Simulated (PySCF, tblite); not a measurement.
Isomers of C4H11FO2Si, one GFN2-xTB conformer each. Single-point energies are computed at PBE0/pcSseg-1 (PySCF, gas phase, no added dispersion term), electronic only.

**Question.** Rank them by PBE0/pcSseg-1 energy, lowest first (kJ/mol).
A. `[CH3:1][O:2][C@@H:3]([F:4])[C@@H:5]([CH3:6])[O:7][SiH3:8]` with C1–O2–C3–F4 59°, O2–C3–C5–C6 180°, C3–C5–O7–Si8 34°
B. `[CH3:1][O:2][SiH:3]([O:4][CH3:5])[C@H:6]([CH3:7])[F:8]` with C1–O2–Si3–O4 -173°, O2–Si3–O4–C5 -55°, O2–Si3–C6–C7 -178°
C. `[CH3:1][C@H:2]([OH:3])[CH2:4][CH2:5][O:6][SiH2:7][F:8]` with C1–C2–O3–H -167°, C1–C2–C4–C5 -169°, C2–C4–C5–O6 -62°, C4–C5–O6–Si7 -168°, C5–O6–Si7–F8 -61°

**Answer.** C (0.0), B (92.9), A (209.2).

As drawn, the lowest has an O–H bond and an Si–F bond, which the highest lacks. GFN2-xTB itself gives, in the same order: 0.0, 101.6, 158.0. Both levels put the same isomer lowest; measured from each level's own lowest isomer, the values differ by up to 51.2 kJ/mol (CO[C@@H](F)[C@@H](C)O[SiH3]: 158.0 against 209.2).

**Question.** Which frontier levels, dipoles and rotational constants go with these structures?

**Answer.** 
```
                     SMILES  HOMO (eV, PBE0/pcSseg-1)  LUMO (eV)  dipole (D)       A, B, C (MHz)
        C[C@H](O)CCO[SiH2]F                     -7.49       0.77        2.58  4207, 695.3, 659.1
       CO[SiH](OC)[C@H](C)F                     -7.61       1.11        1.44   1855, 1402, 844.6
CO[C@@H](F)[C@@H](C)O[SiH3]                     -7.90       0.97        3.06    1873, 1617, 1047
```

**Question.** What happens when harmonic zero-point energies from GFN2-xTB frequencies are added?

**Answer.** 
```
                     SMILES  ZPE (kJ/mol)  electronic (kJ/mol)  with ZPE (kJ/mol)
        C[C@H](O)CCO[SiH2]F         389.4                  0.0                0.0
       CO[SiH](OC)[C@H](C)F         389.2                 92.9               92.7
CO[C@@H](F)[C@@H](C)O[SiH3]         379.4                209.2              199.2
```

The zero-point energies span 10.0 kJ/mol. The order is unchanged.
